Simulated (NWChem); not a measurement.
Ionisation of silicon dioxide molecule (O$_{2}$Si)

```
Si
O 1 1.5184
O 1 1.5184 2 180.00
```
Charge 0, spin multiplicity 1.

Program: NWChem. Structure: optimised with PBE0/def2-SVP, a minimum by its harmonic frequencies.

Basis set: def2-TZVPD. −ε marks an orbital energy of the parent.

B3LYP has NWChem's definition, with VWN1-RPA local correlation.

Task: Order these methods by the first vertical ionisation energy they give, lowest first: −ε(HOMO) of HF, −ε(HOMO) of PBE, −ε(HOMO) of B3LYP, −ε(HOMO) of M06-2X, −ε(HOMO) of r2SCAN.

Result: −ε(HOMO) of PBE (8.43 eV), −ε(HOMO) of r2SCAN (8.76 eV), −ε(HOMO) of B3LYP (9.71 eV), −ε(HOMO) of M06-2X (11.57 eV), −ε(HOMO) of HF (13.89 eV)
